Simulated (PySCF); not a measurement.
# Correlation energy of Mn⁶⁺ (manganese, charge +6)

Starting occupation: [Ar] 3d1, 3d3/2 with m_j = +3/2. Computed with PySCF 2.14 in an even-tempered Gaussian basis (18 s from 0.27 bohr⁻², ratio 2.8; 12 p from 0.35 bohr⁻², ratio 2.8; 8 d from 0.35 bohr⁻², ratio 2.8; 4 f from 0.98 bohr⁻², ratio 3), with X2C-1e with screened-nucleus spin-orbit coupling, Gaussian nucleus. Frozen: [Ne]; 9 electrons correlated; the 72 highest virtual spinors left out.

MP2 pair energies summed by pair of shells (mhartree):

```csv
pair,energy,share (%)
3p-3p,-181.60,62.1
3d-3p,-48.92,16.7
3p-3s,-45.78,15.6
3s-3s,-9.47,3.2
3d-3s,-6.87,2.3
```

Total MP2 correlation energy: -292.64 mhartree.

The GHF reference relaxed away from the jj start to a determinant that is no pure jj level (⟨S²⟩ = 0.75, ⟨J²⟩ = 3.82); the energies belong to that determinant.
